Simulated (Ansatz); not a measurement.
```xyz
9

F    -1.715   -0.561    1.367
Ge   -0.984    0.967    0.953
S     1.175    0.654    0.714
Ge    1.102   -0.854   -0.934
H    -1.666    1.374   -0.360
H    -1.218    1.914    2.133
H    -0.059   -0.499   -1.875
H     0.913   -2.256   -0.345
H     2.451   -0.739   -1.653
```

The species carries charge 0 and has multiplicity 1.

**Question.** List the r2SCAN/def2-TZVPP orbital energies in eV (Ansatz). (An estimate is asked.)

**Answer.** Ansatz gave: Occupied: -10835.40, -10834.87, -2409.25, -1350.42, -1349.97, -1200.49, -1200.48, -1200.46, -1200.04, -1200.01, -1200.00, -665.44, -213.68, -168.68, -168.15, -157.73, -157.68, -157.56, -118.42, -118.37, -118.30, -117.90, -117.81, -117.79, -32.19, -31.67, -31.61, -31.58, -31.57, -31.17, -31.13, -31.11, -31.04, -31.04, -29.61, -18.91, -14.77, -13.87, -10.83, -10.60, -10.30, -9.39, -9.27, -8.99, -8.47, -8.01, -6.73. Lowest empty: -0.95, -0.68, -0.54, 0.16, 0.52, 1.00, 1.14, 2.14.
